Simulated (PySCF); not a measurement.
## MgHg⁺: one state, many levels of theory

State: ²Σ⁺ (doublet), unpaired electrons σ ↑. Set-up: PySCF, scalar-relativistic core potentials, basis sets Mg cc-pVDZ, Hg cc-pVDZ-PP with ECP60. De refers to Mg⁺ + Hg in their ground configurations, without counterpoise correction. The functionals are run spin-unrestricted. A positive dipole points towards Hg; it is taken about the centre of mass and depends on that origin.

| Level | Re (Å) | ωe (cm⁻¹) | De (eV) | μ (D) |
| --- | --- | --- | --- | --- |
| UHF | 2.980 | 148 | 0.55 | -7.38 |
| UHF-MP2 | 2.834 | 163 | 0.52 | n/a |
| UHF-SCS-MP2 | 2.860 | 158 | 0.51 | n/a |
| PBE | 2.855 | 164 | 0.76 | -7.90 |
| revPBE | 2.893 | 156 | 0.70 | -7.97 |
| BP86 | 2.858 | 162 | 0.72 | -8.05 |
| r²SCAN | 2.834 | 168 | 0.75 | -7.90 |
| PBE0 | 2.854 | 167 | 0.75 | -7.72 |
| ωB97X | 2.892 | 160 | 0.64 | -7.89 |
| B2PLYP | 2.863 | 161 | 0.65 | -7.52 |

The bond length runs from 2.834 Å (r²SCAN) to 2.980 Å (UHF). De spans 0.51 eV (UHF-SCS-MP2, perturbation theory) to 0.76 eV (PBE, GGA).

Correlated steps freeze 1 core orbital. Correlated levels converge slowly with the basis: in double zeta they bind strong bonds too weakly, by up to about 1 eV, and carry superposition errors of some tenths. Spin–orbit coupling is left out. For an ion De counts to the pair picked by the measured ionisation energies or electron affinities, which need not be the lowest pair at this level. B2PLYP dipoles, levels and charges come from its SCF part alone. The state was picked by a PBE0 search and need not be the measured ground state.

The whole job (state search and all levels along the bond) took about 1.4 min on 1 thread of Arm Neoverse V2 (shared host), peak memory 0.78 GiB.
